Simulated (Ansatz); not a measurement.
Correlation energies of C$_{2}$H$_{3}$GaO$_{2}$ (`OC#C[O][GaH2]`) by basis set

```xyz
8

O     0.6316    2.7255   -0.6814
C     0.5993    1.4971   -0.2011
C     0.5953    0.3479    0.1359
O     0.6229   -0.8858    0.5376
Ga   -0.6984   -2.0722    0.1389
H     0.4974    3.3525    0.0371
H    -1.8751   -1.4950   -0.6956
H    -0.3729   -3.4701    0.7286
```

The species carries charge 0 and has multiplicity 1. Correlated methods include outer-core shells of Ga, which these sets cover unevenly. Scalar relativity is left out up to krypton. All single points use the PBE0-D4/def2-TZVP geometry. It is one conformer, not always the lowest. Frozen core, restricted reference, Ansatz.

```tsv
basis	HF (Eh)	MP2 corr.	CCSD corr.	(T)	CCSD(T) total
def2-SVP	?	?	-0.83530	?	?
def2-TZVPP	-2150.45987	?	-0.99876	-0.04385	?
def2-QZVPP	-2150.51089	-1.29613	–	–	–
```

Question: Fill in the withheld values. (An estimate is asked.)

Answer: Ansatz gave: def2-SVP HF (Eh): -2149.93784; def2-SVP MP2 corr.: -0.82269; def2-SVP (T): -0.02781; def2-SVP CCSD(T) total: -2150.80095; def2-TZVPP MP2 corr.: -0.99161; def2-TZVPP CCSD(T) total: -2151.50248.
